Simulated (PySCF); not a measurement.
# GaCl₂: map over both bonds

Level of theory: UwB97X in PySCF with Ga def2-TZVP, Cl def2-TZVP; no relativity; density-fitted integrals.

Rigid scan from the doublet minimum (Ga–Cl 2.155 Å (×2); Cl–Ga–Cl 119.2°). Coordinate: rows scale the first bond (Ga–Cl), columns the second (Ga–Cl). Energies in kJ/mol from the minimum.

```
scale \ scale  0.94  0.97  1.00  1.04  1.09  1.15
         0.94  28.8  17.4  13.8  17.4  31.1  54.8
         0.97     ?   6.5   3.1   7.1     ?  45.1
         1.00  13.8     ?   0.0   4.3  18.7     ?
         1.04  17.4   7.1   4.3   9.1  23.8  48.3
         1.09  31.1  21.2     ?  23.8  38.8  63.6
         1.15  54.8  45.1  42.9  48.3  63.6  88.7
```

Task: Fill in the five missing cells, row by row.

Result: 17.4, 21.2, 3.1, 42.9, 18.7.

Other isomers or separated fragments may lie lower.

The scan took 2.2 min on 2 threads of a shared Arm Neoverse V2 host; the process peaked at 1.1 GiB.
